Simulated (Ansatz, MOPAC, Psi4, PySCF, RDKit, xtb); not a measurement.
Pair of molecules: H2S (SMILES S) (first 3 atoms) with CH3Cl (SMILES CCl); geometry from B3LYP-D3(BJ)/def2-TZVP, rigid monomers moved along the line of their centres of mass till H3···Cl5 is 3.80 Å.
(charge 0, multiplicity 1):
```xyz
8

S     -1.99327    -0.38724    -0.43805
H     -1.26360     0.64389    -0.89302
H     -0.90949    -1.01259     0.05505
C      0.28429    -0.29651     3.92640
Cl     1.44566    -1.32841     3.01979
H     -0.11033    -0.87993     4.75242
H      0.82154     0.57303     4.29203
H     -0.50798    -0.00598     3.24264
```

Monomers are frozen at their geometry in the pair; levels with a basis set take the counterpoise correction.

Correlated levels freeze the cores. The state that PM3 reach isn't checked.

Programs: Ansatz (a quantum-chemistry and plane-wave program); MOPAC for PM3 (differences of heats of formation); Psi4 for SAPT; PySCF for the dispersion terms; RDKit for the force fields; xtb for the GFN methods. Values without a source in brackets are computed.

| level | interaction energy (kcal/mol) |
|---|---|
| MMFF94 | -0.73 |
| PM3 | -0.32 |
| GFN2-xTB | -1.02 |
| PBE/def2-TZVPPD | -0.88 |
| PBE-D4/def2-TZVPPD | (withheld) |
| r2SCAN-D4/def2-TZVPPD | -1.07 |
| wB97M-V/def2-TZVPPD | -1.05 |
| SCS-MP2/aug-cc-pV(D+d)Z | -0.98 |
| SAPT0/jun-cc-pV(D+d)Z | -0.98 |

### Question
Some entries are withheld; supply them.

### Answer

- PBE-D4/def2-TZVPPD, interaction energy (kcal/mol): -1.26
